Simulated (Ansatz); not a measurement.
Job for Ansatz (a quantum-chemistry and plane-wave program): R-B3LYP-D3(BJ)/def2-TZVP on CH4 (SMILES C).

Ansatz 0.2 input:
```yaml
crystal:
  periodic: [false, false, false]
  atoms:
    - {symbol: C, position_ang: [0.00000000, 0.00000000, 0.00000000]}
    - {symbol: H, position_ang: [0.62910000, 0.62910000, 0.62910000]}
    - {symbol: H, position_ang: [-0.62910000, -0.62910000, 0.62910000]}
    - {symbol: H, position_ang: [0.62910000, -0.62910000, -0.62910000]}
    - {symbol: H, position_ang: [-0.62910000, 0.62910000, -0.62910000]}
basis:
  gaussian:
    orbitals: def2-TZVP
hamiltonian:
  xc: b3lyp
  dispersion: d3bj
relax: {f_tol: 0.004, max_steps: 120}
scf: {lower_state_search: off}
```

Program output:

```
WARN ansatz: RAYON_NUM_THREADS=1 ignored (pool sized by the plan → 1); use --threads N
Functional definition: B3LYP
these checks for a lower state are left out or cut short: stability, starts, cluster_reference, orbital_swaps, neighbouring_geometries, increment
integrals: 0.01 GiB planned
356 factors; their error is unknown
mean field: 0.09 GiB planned
mean field evaluation 1: about -1097.5520 eV, gradient 5.0e1 eV
mean field evaluation 2: about -1095.4705 eV, gradient 5.4e1 eV
mean field evaluation 4: about -1103.0918 eV, gradient 6.8e-2 eV
mean field evaluation 8: about -1103.0821 eV, gradient 7.7e-4 eV
mean field -1103.08211623 eV, -40.5375200757 hartree, gradient 7.1e-7 eV, S^2 0.000000; 0 other end points of the search recorded, 0 dependent functions left out
the calculation of the forces begins
reference -1103.08229609 eV, -40.5375266852 hartree; 5, 5 occupied and 50, 50 virtual orbitals, 356 factors
relax step   1: F+E_penalty+E_count = -1103.13418472 eV  Δ(F+E_penalty+E_count) = +0.000e0 eV  max|allowed force component| = 8.227e-3 eV/Å  Δτ_max = 0.0000 Å  (13 SCF iters, accepted)
these checks for a lower state are left out or cut short: stability, starts, cluster_reference, orbital_swaps, neighbouring_geometries, increment
integrals: 0.01 GiB planned
356 factors; their error is unknown
mean field: 0.09 GiB planned
mean field evaluation 16: about -1103.0918 eV, gradient 2.5e-1 eV
mean field -1103.08212661 eV, -40.5375204568 hartree, gradient 1.8e-6 eV, S^2 0.000000; 0 other end points of the search recorded, 0 dependent functions left out
the calculation of the forces begins
reference -1103.08230644 eV, -40.5375270654 hartree; 5, 5 occupied and 50, 50 virtual orbitals, 356 factors
relax step   2: F+E_penalty+E_count = -1103.13419576 eV  Δ(F+E_penalty+E_count) = -1.104e-5 eV  max|allowed force component| = 2.253e-3 eV/Å  Δτ_max = 0.0003 Å  (16 SCF iters, accepted)
Total energy: -1103.13437559 eV, -40.5394405716 hartree
Atom 0 at     0.000000     0.000000    -0.000000 Å, force     0.000000    -0.000000    -0.000000 eV/Å
Atom 1 at     0.628924     0.628924     0.628924 Å, force    -0.002253    -0.002253    -0.002253 eV/Å
Atom 2 at    -0.628924    -0.628924     0.628924 Å, force     0.002253     0.002253    -0.002253 eV/Å
Atom 3 at     0.628924    -0.628924    -0.628924 Å, force    -0.002253     0.002253     0.002253 eV/Å
Atom 4 at    -0.628924     0.628924    -0.628924 Å, force     0.002253    -0.002253     0.002253 eV/Å
Dipole moment:    -0.000000    -0.000000     0.000000 e Å
Checks for a lower state left out: stability, starts, cluster_reference, orbital_swaps, neighbouring_geometries, increment
```

Self-consistency was reached.

Cost: around 1.0 core-seconds (rough).
